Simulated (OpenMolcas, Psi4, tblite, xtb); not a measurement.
How methods differ on C2H7BO (SMILES CBOC)

C2H7BO has 11 atoms, charge 0, and is taken as a singlet. SMILES: `CBOC`. Geometry: relaxed at PBE0-D4/def2-TZVP. This is one conformer, not always the lowest.

Each level gives the vertical ionisation energy (to the doublet cation) (eV). The values are calculated.

| level | kind | program | value (eV) | CPU time (all runs) |
| --- | --- | --- | --- | --- |
| GFN1-xTB | semi-empirical | xtb | 15.39 | under 2 s |
| IPEA1-xTB | semi-empirical | tblite | 15.57 | under 2 s |
| HF/cc-pVDZ | Hartree–Fock | OpenMolcas | 10.61 | 29 s |
| SVWN5/cc-pVDZ | LDA | OpenMolcas | 10.27 | 1.9 min |
| revPBE/cc-pVDZ | GGA | OpenMolcas | 10.14 | 4.5 min |
| r2SCAN/cc-pVDZ | meta-GGA | OpenMolcas | 10.35 | 5.4 min |
| M06-2X/cc-pVDZ | hybrid meta-GGA | Psi4 | 10.83 | 2.6 min |
| CAM-B3LYP/cc-pVDZ | range-separated hybrid | Psi4 | 10.75 | 1.8 min |

The values span 10.14 to 15.57 eV. The xTB values lack the empirical shift that such differences need. Times are those of the runs behind each value, whatever else they computed, on shared processors of several kinds: orders of magnitude only.
